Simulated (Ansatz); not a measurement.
Dimethylphenylsulfonium bromide (C8H11BrS). Total charge 0; triplet. Geometry PBE-D4/def2-SVP, that of the neutral singlet; atoms count from 1.

```
atom    x (Å)    y (Å)    z (Å)
  C1   1.4721   1.8823   0.4347
  S2  -0.2376   1.3925   0.8350
  C3  -0.0490   0.4538   2.3858
  C4  -0.3328  -0.0894  -0.3225
  C5  -1.4342  -0.0604  -1.1906
  C6  -1.6272  -1.1067  -2.1077
  C7  -0.7201  -2.1753  -2.1522
  C8   0.3816  -2.2000  -1.2803
  C9   0.5789  -1.1573  -0.3627
 H10   1.4156   2.3933  -0.5445
 H11   1.7477   2.6052   1.2266
 H12   2.1275   0.9940   0.3774
 H13   0.1748   1.2263   3.1473
 H14  -1.0325  -0.0141   2.5775
 H15   0.7374  -0.3158   2.2815
 H16  -2.1417   0.7831  -1.1465
 H17  -2.4910  -1.0842  -2.7893
 H18  -0.8697  -2.9957  -2.8701
 H19   1.0938  -3.0386  -1.3141
 H20   1.4475  -1.1930   0.3136
Br21  -0.2414   3.7001   2.5013
```

At PBE0-D4/def2-TZVP a singlet of charge 0 lies 3.91 eV below the triplet at the same geometry.

Problem. Estimate the Mulliken populations from the PBE0/def2-TZVP orbitals of Ansatz.

Solution. 
| atom | charge (e) | spin (α − β) |
| --- | --- | --- |
| C1 | -0.34 | 0.02 |
| S2 | 0.23 | 0.06 |
| C3 | -0.34 | 0.03 |
| C4 | 0.12 | 0.42 |
| C5 | -0.17 | -0.14 |
| C6 | -0.14 | 0.43 |
| C7 | -0.15 | 0.49 |
| C8 | -0.14 | -0.19 |
| C9 | -0.28 | 0.55 |
| H10 | 0.16 | 0.00 |
| H11 | 0.19 | 0.00 |
| H12 | 0.15 | 0.00 |
| H13 | 0.19 | 0.00 |
| H14 | 0.16 | 0.00 |
| H15 | 0.15 | 0.00 |
| H16 | 0.14 | 0.01 |
| H17 | 0.13 | -0.03 |
| H18 | 0.12 | -0.03 |
| H19 | 0.12 | 0.01 |
| H20 | 0.12 | -0.04 |
| Br21 | -0.43 | 0.40 |
Mulliken values depend strongly on the basis.

Problem. Where does the spin sit?

Solution. Summed by element: C 1.61, S 0.06, H -0.08, Br 0.40, of 2 unpaired in all. Largest on single atoms: C9 0.55, C7 0.49, C6 0.43.

Problem. And the Mayer bond orders between heavy atoms (over 0.3)?

Solution. C1–S2 0.97 (1.82 Å); S2–C3 0.96 (1.82 Å); S2–C4 0.95 (1.88 Å); C4–C5 1.34 (1.40 Å); C4–C9 1.00 (1.40 Å); C5–C6 1.50 (1.40 Å); C6–C7 1.05 (1.40 Å); C7–C8 1.47 (1.41 Å); C8–C9 1.47 (1.40 Å).
